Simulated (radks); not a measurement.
Valence configurations of Cd+ (all share [Kr]). Calculated with a radial shooting solver on a logarithmic mesh with Libxc functionals: Dirac Kohn-Sham, PBEsol, spin-unpolarised, spherical densities, finite nucleus; open shells are shared between the two j in proportion to 2j + 1; Fermi nuclear charge, rms radius 4.6087 fm. Energies are relative to 4d10 5s1; eigenvalues in eV.

valence           E (eV)  e(4d3/2)  e(4d5/2)  e(5p1/2)  e(5p3/2)  e(5s1/2)
4d10 5s1           0.000   -20.945   -20.239         -         -   -13.077
4d10 5s0.5 5p0.5   2.899   -21.740   -21.031    -7.993    -7.640   -13.597
4d9.5 5s1.5        4.023   -22.962   -22.234         -         -   -13.869
4d9.5 5s1 5p0.5    7.058   -23.735   -23.004    -8.517    -8.130   -14.369
4d9 5s2            8.666   -25.022   -24.272         -         -   -14.646
4d9.5 5p1.5       13.245   -25.215   -24.479    -9.312    -8.903         -
4d9 5s1 5p1       15.047   -26.507   -25.752    -9.417    -8.984   -15.587
4d9 5s0.5 5p1.5   18.295   -27.219   -26.461    -9.789    -9.345   -16.027
4d8 5s1 5p2       33.913   -32.017   -31.213   -11.054   -10.527   -17.847
4d7.5 5s1 5p2.5   44.828   -34.763   -33.936   -11.816   -11.240   -18.910

NIST lists [Kr] 4d10 5s1 as the ground configuration; this level of theory agrees among the configurations tried. The energies are those of spherical spin-averaged densities, not of single terms.
